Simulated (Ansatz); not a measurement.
Abridged output of a molecular run in Ansatz:

```
Functional definition: HF
1472 factors; integrals over basis functions are off by at most 1.1e-3 eV
mean field evaluation 1: about -12075.0843 eV, gradient 3.5e1 eV
mean field evaluation 2: about -12075.3966 eV, gradient 3.5e1 eV
mean field evaluation 4: about -12079.0385 eV, gradient 4.6e0 eV
mean field evaluation 8: about -12079.1106 eV, gradient 2.1e-1 eV
mean field -12079.11081213 eV, -443.8991348305 hartree, gradient 4.0e-6 eV, S^2 0.000000; 0 other end points of the search recorded, 0 dependent functions left out; unrestricted orbitals would lower it
9 core orbitals not correlated: weight in the atoms' cores, before any rotation towards them, 1.000 or more for the frozen orbitals, at most 0.000 for the correlated occupied ones
reference -12079.11081213 eV, -443.8991348305 hartree; 13, 13 occupied and 228, 228 virtual orbitals, 1472 factors
second order -20.38663644 eV of doubles, -0.00000000 eV of singles
cycle   1  -20.78797016 eV  change   -4.0e-1 eV  update   1.1e-1
cycle   2  -21.38202265 eV  change   -5.9e-1 eV  update   3.4e-2
cycle   3  -21.50491743 eV  change   -1.2e-1 eV  update   1.6e-2
cycle   4  -21.50019467 eV  change    4.7e-3 eV  update   5.0e-3
cycle   5  -21.50062473 eV  change   -4.3e-4 eV  update   2.2e-3
cycle   6  -21.50123980 eV  change   -6.2e-4 eV  update   5.6e-4
cycle   7  -21.50102473 eV  change    2.2e-4 eV  update   2.4e-4
cycle   8  -21.50102111 eV  change    3.6e-6 eV  update   9.8e-5
cycle   9  -21.50103498 eV  change   -1.4e-5 eV  update   4.4e-5
cycle  10  -21.50101240 eV  change    2.3e-5 eV  update   1.7e-5
perturbative correction -1.07540372 eV, -0.0395203576 hartree
Total energy: -12101.68722825 eV, -444.7288028199 hartree
```

Its atoms:

```xyz
11

C    -0.5972   -1.8201   -0.3439
C    -0.1901   -0.5774   -0.1086
C    -0.7547    0.4516    0.7792
C     0.0253    1.5502    0.6635
Si    1.1283    0.6878   -0.5637
H    -1.4746   -2.2344    0.1471
H    -0.0734   -2.4718   -1.0339
H    -1.6399    0.3247    1.4043
H    -0.1040    2.4926    1.1782
H     1.1482    1.1958   -1.9629
H     2.5320    0.4011   -0.1593
```

(1) Which basis set was used?
A. def2-TZVPP
B. def2-TZVPPD
C. cc-pV(Q+d)Z
D. def2-QZVPP

(2) Write the keys of the input that set method, charge and spin (a neutral closed shell needs none for the last two).

Results:

(1) A. It gives 250 functions.

(2) 
```yaml
correlation: {method: ccsd_t}
```
